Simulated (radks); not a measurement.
All-electron atom: Zr I in [Kr] 4d2 5s1 7s1 (not the ground configuration). Method: scalar-relativistic Kohn-Sham, PBE, spin-unpolarised, spherical densities, finite nucleus; Fermi nuclear charge, rms radius 4.2694 fm; computed with a radial shooting solver on a logarithmic mesh with Libxc functionals.

Unscreened Slater integrals over Kohn-Sham orbitals (cm^-1).

integral    value
F0(7s,7s)   11074
F0(7s,4d)   15395
G2(7s,4d)  460.59
F0(7s,5s)   15010
G0(7s,5s)  405.51
F0(7s,4p)   15614
G1(7s,4p)  221.31
F0(4d,4d)   93506
F2(4d,4d)   45680
F4(4d,4d)   29348
F0(4d,5s)   67074
G2(4d,5s)   17534
F0(4d,4p)  111520
F2(4d,4p)   51264
G1(4d,4p)   61681
G3(4d,4p)   37201
F0(5s,5s)   57328
F0(5s,4p)   71999
G1(5s,4p)  5184.9
F0(4p,4p)  144610
F2(4p,4p)   75975

Derived for the open shells (J is the average intra-shell exchange parameter used in DFT+U). 4d: Racah B = F2/49 - 5 F4/441 = 599.5 cm^-1, C = 35 F4/441 = 2329 cm^-1, C/B = 3.89, F4/F2 = 0.642, J = (F2 + F4)/14 = 5359 cm^-1.
